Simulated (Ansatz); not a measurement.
Cost and result up the ladder for InH2(CCH) (C2H3In) (6 atoms). The state is a singlet with charge 0. Geometry: PBE-D4/def2-TZVP.

Cartesian coordinates in Å:
```
In 1.317 -0.345 0.232
H 1.783 -0.548 1.880
H 2.330 -0.534 -1.151
C -0.691 0.185 -0.127
C -1.857 0.488 -0.327
H -2.881 0.753 -0.508
```

Ansatz on 4 threads of Arm Neoverse V1 on a shared host. Times are rough, and most runs start from the orbitals of an earlier one. ωB97M-V/def2-TZVP serves as the yardstick here, not as an exact answer. Differences are given only for rows in sets of like size (and for xTB, whose basis is part of the method), since another set adds its own error. Binding counts from free atoms at the same level (In doublet, H doublet, C triplet; other spins of the atoms weren't run), without zero-point energy or a counterpoise term.

In the def2 sets In takes a core potential; there is no spin–orbit coupling. Correlated methods freeze 6 core orbitals; core or outer-core shells of In are correlated, in sets that lack core-valence functions.

Correlated methods converge slowly with the basis.

```tsv
level	functions	wall time	binding energy per atom (eV)	difference from ωB97M-V/def2-TZVP (eV)
PBE-D4/def2-SVP	69	0.45 s	3.47	–
LDA (SPW92)/def2-TZVP	130	0.55 s	3.91	0.48
PBE0-D4/def2-SVP	69	0.65 s	3.41	–
PBE-D4/def2-TZVP	130	0.8 s	3.48	0.05
revPBE-D4/def2-TZVP	130	0.8 s	3.38	-0.05
MP2/def2-TZVP	130	0.85 s	3.35	-0.08
BHLYP-D4/def2-TZVP	130	1.1 s	3.28	-0.15
PBE0-D4/def2-TZVP (with forces)	130	1.3 s	3.41	-0.02
r2SCAN-D4/def2-TZVP	130	1.7 s	3.41	-0.02
r2SCAN0-D4/def2-TZVP	130	1.9 s	3.35	-0.08
ωB97M-V/def2-TZVP	130	3.4 s	3.43	0.00
CCSD(T)/def2-TZVPP	154	16 s	3.35	-0.08
```
